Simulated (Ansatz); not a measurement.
The cluster Si2Se4, relaxed as a singlet with RKS PBE0-D4/def2-SVP in Ansatz, starting from the GFN1-xTB geometry. Force threshold 0.02 eV/Å.

The structure comes from a short search, and lower isomers may exist.

Start:

```csv
atom,x (Å),y (Å),z (Å)
Si1,0.5232,1.3860,1.1310
Si2,-0.5626,-1.6443,-1.2008
Se3,-0.2192,2.3460,-0.5445
Se4,1.3709,1.1542,3.0029
Se5,-1.3681,-1.9798,-3.0631
Se6,0.2559,-1.2622,0.6745
```

Question: Estimate the energy that the relaxation releases and the steps that it takes.

Answer: 209.0 kJ/mol, in 15 steps; 72 s on 4 threads of Arm Neoverse V2 on a shared host. No frequencies were taken in this run, so the end may be a saddle point.

Question: Does the start keep its bonding and symmetry?

Answer: Bonds formed: Si2–Se3 (atoms count from 1). The end is the same structure that another start reached, the lowest one found. Point group Cs at the start, D2h at the end, both within 0.05 Å.

Question: Predict the relaxed structure.

Answer: 
```tsv
atom	x (Å)	y (Å)	z (Å)
Si1	0.537	0.671	1.187
Si2	-0.538	-0.671	-1.186
Se3	-0.297	1.545	-0.740
Se4	1.299	1.620	2.861
Se5	-1.294	-1.620	-2.863
Se6	0.293	-1.545	0.742
```
Bond lengths: 6 × Se–Si 2.07 to 2.27 Å.
